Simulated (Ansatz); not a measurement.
`[F][V]([F])([F])([F])[F]`, charge 0, multiplicity 1.

Give a relaxed structure at PBE0-D4/def2-TZVP (the Gaussian-basis code of Ansatz). (Best estimate.)

Ansatz gave: 
Cartesian coordinates in Å:
```
F 1.542 0.417 -0.676
V 0.000 0.000 0.000
F -0.097 -1.333 -1.044
F 0.717 -0.165 1.528
F -1.540 -0.420 0.679
F -0.622 1.500 -0.487
```
Point group D3h.
